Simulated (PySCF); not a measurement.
Input of a run (PBE0-D3(BJ)/def2-SVP geometry optimisation, gas phase (PySCF 2.14.0)), started from GFN2-xTB:
```
{"job": {"xc": "PBE0", "basis": "def2-SVP", "d3": "d3bj", "grid": 1, "shake": 0.01, "kind": "geom"}, "charge": 0, "multiplicity": 1}
C      2.503500     1.245050     0.793510
O      1.591580     0.179330     1.039530
C      0.721930    -0.138680     0.062300
O      0.722650     0.445330    -0.992470
Si    -0.419800    -1.574880     0.588510
S     -2.387260    -0.730820     0.731770
C     -2.546250     0.021420    -0.918520
H      1.933110     2.154910     0.468510
H      3.007780     1.467980     1.739430
H      3.183310     0.999230     0.008540
H     -0.392590    -2.589490    -0.438530
H     -0.081200    -2.011340     1.944390
H     -3.441470     0.695690    -0.878520
H     -1.677000     0.586660    -1.158170
H     -2.733620    -0.767790    -1.652220
```

Output (energies in Eh, forces in Eh/bohr):
```
step   0  E = -956.31602539  max force = 0.032123
step   1  E = -956.32088372  max force = 0.008513
step   2  E = -956.32145599  max force = 0.002002
step   3  E = -956.32145499  max force = 0.004259
step   4  E = -956.32157788  max force = 0.001443
step   5  E = -956.32161492  max force = 0.000747
step   6  E = -956.32164915  max force = 0.000259
step   7  E = -956.32167630  max force = 0.000733
step   8  E = -956.32169173  max force = 0.001178
step   9  E = -956.32169998  max force = 0.001168
step  10  E = -956.32171629  max force = 0.000666
step  11  E = -956.32172936  max force = 0.000137
optimisation converged
```

Q: Summarise the run.

A: The energy falls by 15.0 kJ/mol over 12 energy and gradient evaluations, the largest force component goes from 0.0321 to 1.4e-04 Eh/bohr, and the atoms move by 0.206 Å rms after alignment. The bond that changes most is Si5–H11 (SiH2 silicon to Si–H hydrogen), which lengthens by 0.050 Å. Bonds longer at the end by more than 0.005 Å: 7 of 14; shorter: 4. Among the angles that change most is H11–Si5–H12, from 116.4° to 111.5°. Among the dihedrals that turn most is H12–Si5–S6–C7, from 170° to -177°. The energy never rose by more than 1e-6 Eh on the way. The first step brought 85 % of the lowering.

Q: What are the final bond lengths?

A: C1–O2 1.422 Å, O2–C3 1.335 Å, C3=O4 1.208 Å, C3–Si5 1.927 Å, Si5–S6 2.130 Å, S6–C7 1.827 Å, C1–H8 1.100 Å, C1–H9 1.096 Å, C1–H10 1.100 Å, Si5–H11 1.494 Å, Si5–H12 1.488 Å, C7–H13 1.098 Å, C7–H14 1.098 Å, C7–H15 1.099 Å. Numbering counts from 1 in the input's order; the species is `S([SiH2]C(OC)=O)C`.

The run used 146 basis functions and 81 SCF cycles in all.

PBE0-D3(BJ)/def2-SVP frequencies: not computed here. The numbers are those of one conformer.
